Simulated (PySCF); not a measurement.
A calculated (PBE0, PySCF 2.14, def2-QZVPPD, the non-relativistic Hamiltonian (point nucleus)) atom or ion has these occupied shells.

```json
{"shell": "1s β", "electrons": "1", "orbital energy (eV)": "-4898.3", "rms radius, mean of both spins (bohr)": "0.0813"}
{"shell": "1s α", "electrons": "1", "orbital energy (eV)": "-4898.2", "rms radius, mean of both spins (bohr)": "0.0813"}
{"shell": "2s α", "electrons": "1", "orbital energy (eV)": "-568.50", "rms radius, mean of both spins (bohr)": "0.355"}
{"shell": "2s β", "electrons": "1", "orbital energy (eV)": "-568.19", "rms radius, mean of both spins (bohr)": "0.355"}
{"shell": "2p α", "electrons": "3", "orbital energy (eV)": "-478.15", "rms radius, mean of both spins (bohr)": "0.322"}
{"shell": "2p β", "electrons": "3", "orbital energy (eV)": "-477.87", "rms radius, mean of both spins (bohr)": "0.322"}
{"shell": "3s α", "electrons": "1", "orbital energy (eV)": "-89.031", "rms radius, mean of both spins (bohr)": "1.07"}
{"shell": "3s β", "electrons": "1", "orbital energy (eV)": "-88.105", "rms radius, mean of both spins (bohr)": "1.07"}
{"shell": "3p α", "electrons": "3", "orbital energy (eV)": "-64.130", "rms radius, mean of both spins (bohr)": "1.15"}
{"shell": "3p β", "electrons": "3", "orbital energy (eV)": "-63.039", "rms radius, mean of both spins (bohr)": "1.15"}
{"shell": "3d α", "electrons": "1", "orbital energy (eV)": "-27.876", "rms radius, mean of both spins (bohr)": "1.42"}
{"shell": "4s β", "electrons": "1", "orbital energy (eV)": "-19.983", "rms radius, mean of both spins (bohr)": "3.02"}
```

(1) Name the element and its charge.

## Answers

(1) Ti²⁺ (titanium, charge +2), in [Ar] 3d1 4s1, 4s spin antiparallel (an excited configuration).
